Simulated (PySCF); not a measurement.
Compound: C6H5O2S (charge -1).
Atom-mapped SMILES: `[CH3:1][c:2]1[cH:3][s:4][c:5]([C:6](=[O:7])[O-:8])[cH:9]1` (hydrogens: H10, H11, H12 on C1; H13 on C3; H14 on C9)

The geometry is computed with GFN2-xTB (gas phase).

(1) Give the optimised bond lengths and angles.

## Answers

(1) 
```tsv
bond	length (Å)
C1–C2	1.498
C2–C3	1.360
C3–S4	1.728
S4–C5	1.730
C5–C6	1.545
C6=O7, C6–O8	1.237
C5–C9	1.360
C2–C9	1.419
C1–H10, C1–H11, C1–H12	1.090
C3–H13	1.074
C9–H14	1.076
```

Bonds in one row agree within 0.01 Å and their mean is given. A selection of angles:
```tsv
angle	degrees
C1–C2–C3	125.0
C1–C2–C9	123.6
C3–C2–C9	111.4
C2–C3–S4	112.5
C3–S4–C5	91.1
S4–C5–C6	118.2
S4–C5–C9	111.0
C6–C5–C9	130.8
C5–C6–O7	114.7
C5–C6–O8	114.4
O7–C6–O8	130.9
C2–C9–C5	113.9
```

Torsions: S4–C5–C6–O7 180° (antiperiplanar).

Of the pairs four or more bonds apart, O7···H14 is among the closest relative to their van der Waals radii: 2.79 Å, 103 % of the sum of Bondi's values. S4 (thiophene-type sulfur) is bent (angle 91.1°). C3 (aromatic CH next to a ring sulfur) is planar (angles 127.8°, 119.6° and 112.5°, sum 360.0°, 0.00 Å off the plane of its three neighbours). C2 (substituted aromatic carbon) is planar (angles 125.0°, 123.6° and 111.4°, sum 360.0°, 0.00 Å off the plane of its three neighbours). The 9 heavy atoms lie in one plane (0.003 Å rms). The C–C distances run from 1.360 Å (C5–C9, aromatic) to 1.545 Å (C5–C6, drawn single), a spread of 0.185 Å. C5 (substituted aromatic carbon) is planar (angles 130.8°, 118.2° and 111.0°, sum 360.0°, 0.00 Å off the plane of its three neighbours).

Point group: Cs (tolerance 0.08 Å). No frequency check.
